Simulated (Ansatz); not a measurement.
The cluster Y3O3⁺. The state is a singlet with charge 1. Geometry r2SCAN-D4/def2-SVP, basis def2-TZVP, Ansatz.

```xyz
6

Y     0.3440   -0.0568   -2.1291
Y     1.3027    0.4195    0.7987
Y    -1.4913   -0.3884    0.3687
O    -0.2565    1.1932   -0.5731
O     0.4139   -1.2191   -0.4005
O    -0.3127    0.0516    1.9352
```

```csv
run,HOMO (eV),LUMO (eV)
A,-7.14,-5.86
B,-7.27,-5.53
C,-7.61,-5.19
D,-7.03,-5.45
E,-9.04,-4.11
```

In the def2 sets Y takes a core potential; there is no spin–orbit coupling. HSE06 is defined as in plane-wave codes, on full-range PBE exchange. No other spin state of charge 1 was run. Another isomer (singlet) lies 0.68 eV lower at PBE0-D4/def2-TZVP; other spin states weren't run for this one.

Q: The runs used HSE06, PBE, PBE0, r2SCAN, ωB97M-V. Estimate which is which.

A: A PBE (0 % exact exchange); B HSE06 (range-separated); C PBE0 (25 % exact exchange); D r2SCAN (0 % exact exchange); E ωB97M-V (range-separated). Exact exchange lowers occupied and raises empty levels; among semilocal functionals meta-GGAs tend to open the gap a little, and such runs are hard to tell apart. The gap grows from 1.28 eV (PBE) to 4.93 eV (ωB97M-V). The restricted singlet is unstable towards broken spin symmetry in Hartree–Fock (as tested in another run); at PBE-D4/def2-TZVP, HSE06-D4/def2-TZVP, PBE0-D4/def2-TZVP, r2SCAN-D4/def2-TZVP and others this wasn't settled.
